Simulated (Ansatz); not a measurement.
Start from `[CH3][Al]([Br])[Br]` and change one atom or group to get `[F][Al]([Br])[Br]`.

Ansatz, PBE0-D4/def2-TZVP geometries, multiplicity 1. 

Scalar relativity is left out up to krypton.

```json
{"property": "LUMO energy (PBE/def2-TZVPP) / eV", "`[CH3][Al]([Br])[Br]`": "-1.89"}
{"property": "LUMO energy (PBE0/def2-TZVPP) / eV", "`[CH3][Al]([Br])[Br]`": "-1.14"}
{"property": "HOMO–LUMO gap (B3LYP/def2-TZVPP) / eV", "`[CH3][Al]([Br])[Br]`": "6.82"}
{"property": "LUMO energy (ωB97M-V/def2-TZVPP) / eV", "`[CH3][Al]([Br])[Br]`": "0.53"}
{"property": "size of the dipole moment (ωB97M-V/def2-TZVPP) / D", "`[CH3][Al]([Br])[Br]`": "1.96"}
{"property": "HOMO energy (B3LYP/def2-TZVPP) / eV", "`[CH3][Al]([Br])[Br]`": "-8.15"}
```

Task: What does the change do to each property? (An estimate is asked.)

Result: The calculation gave: 
```csv
property,`[F][Al]([Br])[Br]`,shift
LUMO energy (PBE/def2-TZVPP) / eV,-2.33,-0.44
LUMO energy (PBE0/def2-TZVPP) / eV,-1.49,-0.35
HOMO–LUMO gap (B3LYP/def2-TZVPP) / eV,6.85,0.03
LUMO energy (ωB97M-V/def2-TZVPP) / eV,0.23,-0.30
size of the dipole moment (ωB97M-V/def2-TZVPP) / D,0.57,-1.39
HOMO energy (B3LYP/def2-TZVPP) / eV,-8.62,-0.47
```

With PBE0 the HOMO falls by 0.48 eV and the LUMO falls by 0.35 eV, so the gap widens by about 0.13 eV. PBE moves the HOMO by -0.45 eV and ωB97M-V by -0.48 eV. Dipoles are sizes alone; their direction can turn.

B3LYP here is the variant with VWN-RPA as its local correlation; programs differ in this.

Spin–orbit coupling is left out; it splits and shifts lone-pair levels of the heavy atoms by tenths of an eV.
